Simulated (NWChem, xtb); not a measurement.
# How methods differ on GaSiH4OF (SMILES [F][GaH][O][SiH3])

The species is GaSiH4OF (8 atoms), meant as a singlet with charge 0. SMILES: `[F][GaH][O][SiH3]`. The coordinates come from a PBE0-D4/def2-TZVP relaxation. This is one conformer, not always the lowest.

| atom | x (Å) | y (Å) | z (Å) |
| --- | --- | --- | --- |
| F | 0.8571 | 1.4720 | 1.8462 |
| Ga | 1.3239 | 1.2202 | 0.1775 |
| O | 0.3222 | 0.0248 | -0.6440 |
| Si | -0.9528 | -0.9458 | -0.2991 |
| H | 2.4931 | 1.9842 | -0.4631 |
| H | -1.2875 | -1.7172 | -1.5232 |
| H | -0.6186 | -1.8943 | 0.7969 |
| H | -2.1373 | -0.1438 | 0.1088 |

Each level gives the dipole moment (D). The values are calculated.

| level | kind | program | value (D) | CPU time |
| --- | --- | --- | --- | --- |
| GFN2-xTB | semi-empirical | xtb | 2.40 | under 2 s |
| GFN0-xTB | semi-empirical | xtb | 2.73 | under 2 s |
| GFN1-xTB | semi-empirical | xtb | 2.72 | under 2 s |
| HF/STO-3G | Hartree–Fock | NWChem | 0.48 | 7 s |
| HF/3-21G | Hartree–Fock | NWChem | 1.44 | 6.9 s |
| BP86/3-21G | GGA | NWChem | 1.03 | 29 s |
| B3LYP/6-31G* (spherical functions) | global hybrid | NWChem | 1.56 | 52 s |
| B3LYP/6-31G* (Cartesian functions) | global hybrid | NWChem | 1.53 | 40 s |

All-electron rows without a relativistic Hamiltonian named are non-relativistic. The values span 0.48 to 2.73 D. Magnitudes only: a small dipole may point the other way at some levels. Sets without polarisation functions give poor dipoles. CPU times are rough (shared hosts, several kinds of processor): they show what a rung costs within a factor of a few.
